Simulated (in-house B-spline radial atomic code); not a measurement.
Atomic self-consistent-field run: neutral antimony (an excited or competing configuration). Method: scalar-relativistic (X2C) B3LYP, spin-polarised, spherical fractional occupations, Fermi nucleus of rms radius 4.6802 fm. Calculated with an all-electron radial atomic-structure program (B-spline basis).

Command:
```bash
python run_scf.py task.json out
```
Settings (nuclear radius in fm, mass in u):
```
Z                51
configuration    [Kr] 4d10 5s2 5p2 6d1
hamiltonian      x2c
method           b3lyp
spin_polarised   True
nucleus          fermi
rms_radius       4.6802
atomic_mass      120.90381
speed_of_light   137.035999084
```

Output (hartree, bohr):
```
 radial grid: 90 intervals, B-splines of order 8, outer radius 85 bohr

 iter        energy (Eh)    residual
    1       -6478.399696    4.53e-01
    2       -6478.938953    2.20e-01
    3       -6480.570706    1.57e-02
    4       -6480.580616    5.37e-03
    5       -6480.582164    8.92e-04
    6       -6480.582323    1.83e-04
    7       -6480.582349    8.71e-05
    8       -6480.582352    4.94e-05
    9       -6480.582354    1.41e-05
   10       -6480.582354    6.07e-06
   11       -6480.582354    3.42e-06
   12       -6480.582354    1.56e-06
   13       -6480.582354    6.94e-07
   14       -6480.582354    5.69e-08

 total energy                     -6480.58235
 kinetic                            6839.0068
 electron-nucleus                 -15727.1671
 Hartree                            2579.5519
 exact exchange                      -33.8007
 exchange-correlation               -138.1733

 orbital      occ     eigenvalue          <r>       <r^2>       <1/r>       r_max
 1s up      1.000     -1114.7446    0.0278319  0.00105919     56.8824     0.01765
 1s down    1.000     -1114.7424    0.0278319  0.00105919     56.8825     0.01765
 2s up      1.000      -170.5552     0.122088   0.0176399     12.9188      0.1036
 2s down    1.000      -170.5543     0.122087   0.0176398     12.9188      0.1036
 2p up      3.000      -153.2135     0.106842    0.013952     11.9745     0.08274
 2p down    3.000      -153.2116     0.106842   0.0139521     11.9744     0.08274
 3s up      1.000       -33.9338     0.330072    0.124685     4.53609         0.3
 3s down    1.000       -33.9317     0.330068    0.124681     4.53605         0.3
 3p up      3.000       -28.2391     0.328276    0.125125     4.23435      0.2934
 3p down    3.000       -28.2364     0.328278    0.125125     4.23425      0.2934
 3d up      5.000       -19.4977     0.305299    0.110501      3.9785      0.2442
 3d down    5.000       -19.4958     0.305289    0.110493     3.97858      0.2442
 4s up      1.000        -5.9089     0.791226    0.708136     1.77887       0.723
 4s down    1.000        -5.9036     0.791275    0.708116     1.77843      0.7231
 4p up      3.000        -4.1431     0.852642    0.830177     1.60365      0.7624
 4p down    3.000        -4.1372      0.85251    0.829642      1.6034      0.7626
 4d up      5.000        -1.5537      1.03042     1.25407     1.29244      0.8471
 4d down    5.000        -1.5459      1.02512     1.23845     1.29714      0.8468
 5s up      1.000        -0.7497      2.17162     5.33068    0.596079       1.885
 5s down    1.000        -0.6875      2.16481     5.31385    0.600895       1.867
 5p up      2.000        -0.3986      2.67352     8.14705    0.476036        2.26
 6d up      1.000        -0.0211      15.7743     276.338   0.0815399       14.94
```

Cost of the run: 0.91 s on 1 thread of Arm Neoverse V1 (shared host).

Caution: exact exchange at fractional occupations of open shells leaves self-interaction of up to several eV.

One-electron X2C: radii and densities carry no picture-change correction, so inner-shell <1/r> comes out high (for 1s by about 2 % at Z = 33, 5 % at 54, 10 % at 75, 30 % at 118) and <r> low.
